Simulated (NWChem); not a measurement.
Molecule: C3H6BF; SMILES CB(F)C=C

```xyz
11

B     -0.0706     0.4832    -0.1234
F     -0.9281     1.5124    -0.2987
C      1.4609     0.8322    -0.0547
H      2.1341    -0.0337     0.0888
H      1.6415     1.5548     0.7704
H      1.7650     1.3602    -0.9844
C     -0.7093    -0.9376    -0.0093
C      0.0079    -2.0697     0.1680
H     -1.8100    -1.0273    -0.0763
H     -0.4604    -3.0662     0.2463
H      1.1091    -2.0476     0.2431
```
Atoms are numbered in this order, from 1.

Level: PBE-D3(BJ)/def2-SVP (NWChem), optimised geometry, unscaled harmonic frequencies. 

```csv
frequency (cm⁻¹),IR intensity (km/mol)
62,1.6
95,0.0
222,0.5
362,0.2
366,3.7
442,1.6
572,4.0
686,0.2
828,2.6
849,36.1
966,12.6
968,27.2
1018,10.7
1152,101.0
1213,56.8
1272,100.1
1319,171.6
1381,2.6
1384,21.2
1392,73.0
1638,46.2
2972,0.1
3045,3.1
3054,15.4
3068,5.7
3088,10.1
3147,11.2
```

| Property | Result |
|---|---|
| zero-point energy | 52.2 kcal/mol |
| thermal correction to the enthalpy at 298.15 K (with zero-point energy) | 56.9 kcal/mol |
| heat capacity Cv | 21.6 cal/(mol K) |
| entropy at 298.15 K and 1 atm (symmetry number 1) | 79.2 cal/(mol K) |
| dipole moment | 1.51 D |

Rigid rotor and harmonic oscillator; modes under 100 cm⁻¹ make the entropy uncertain.
